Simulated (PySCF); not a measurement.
Compound: (Cl)3Hf-S-SiH3 (singlet state).
Bonds: Hf1–Cl2, Hf1–Cl3, Hf1–Cl4, Hf1–S5, S5–Si6. Hydrogens: H7, H8, H9 on Si6.

Theory: PBE0-D3(BJ)/def2-SVP geometry optimisation, gas phase, def2 core potentials past Kr in PySCF.

Problem. How far are the bound atoms from Hf1?

Solution. 4 atoms: Cl4 2.322 Å, Cl3 2.337 Å, Cl2 2.343 Å, S5 2.430 Å. The nearest atom not counted as bound is H7, at 2.46 Å.

Problem. List the angles at Hf1.

Solution. 
```
      angle  degrees  distance of the outer atoms (Å)
Cl2–Hf1–Cl3    114.5                             3.94
 Cl2–Hf1–S5    114.1                             4.01
 Cl3–Hf1–S5    112.0                             3.95
Cl2–Hf1–Cl4    106.4                             3.74
Cl3–Hf1–Cl4    105.3                             3.70
 Cl4–Hf1–S5    103.2                             3.73
```

Problem. What is the shape at Hf1?

Solution. Distorted tetrahedral: angles from 103.2° to 114.5°; τ4 = (360° − α − β)/141° = 0.93 with α and β the two widest (0 for a square, 1 for a tetrahedron). The Hf–Cl distances aren't all alike: 2.322 to 2.343 Å.

Problem. What are the other bond lengths?

Solution. S5–Si6 2.134 Å; Si6–H7 1.517 Å; Si6–H8, Si6–H9 1.486 Å.

Problem. Give some angles away from the centre.

Solution. Hf1–S5–Si6 84.8°.

Point group: near Cs, missed by 0.18 Å at most; the miss may be what the optimiser left on a soft mode. Charge 0, singlet. Stationary, but not proved a minimum.

Time: 6.6 min; peak memory 0.54 GiB. Hardware: one thread of an Arm Neoverse V1, no GPU, shared host. These figures are those of the optimisation.
